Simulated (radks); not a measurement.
The numbers below are computed, except where a source is named.
All-electron atom: Tl IV in [Xe] 4f14 5d10. Level of theory: scalar-relativistic Kohn-Sham, LB94 model potential, spin-polarised, spherical densities, finite nucleus; Fermi nuclear charge, rms radius 5.4759 fm (a radial shooting solver on a logarithmic mesh with Libxc functionals). Some entries of the table are withheld. Estimate them.

| orbital | occ. | eigenvalue (hartree) | <1/r> (bohr^-1) | r(max) (bohr) |
|---|---|---|---|---|
| 1s | 2 | -3156.608 | (1) | 0.01003 |
| 2s | 2 | -563.8659 | 23.36 | 0.05809 |
| 2p | 6 | -485.5636 | 20.63 | 0.04827 |
| 3s | 2 | -135.9167 | 8.653 | 0.1639 |
| 3p | 6 | -113.3633 | 7.861 | 0.1637 |
| 3d | 10 | -89.90671 | (2) | 0.1333 |
| 4s | 2 | (3) | 3.710 | (4) |
| 4p | 6 | -24.03351 | 3.341 | 0.3893 |
| 4d | 10 | -15.36456 | 3.006 | 0.3961 |
| 5s | 2 | -6.23777 | 1.569 | 0.8024 |
| 4f | 14 | -5.76015 | (5) | 0.3578 |
| 5p | 6 | -4.19336 | 1.333 | 0.9001 |
| 5d | 10 | -1.93776 | (6) | 1.113 |

Answer. 
(1) 1s <1/r> (bohr^-1): 99.49
(2) 3d <1/r> (bohr^-1): 7.389
(3) 4s eigenvalue (hartree): -31.39554
(4) 4s r(max) (bohr): 0.3691
(5) 4f <1/r> (bohr^-1): 2.617
(6) 5d <1/r> (bohr^-1): 0.9748
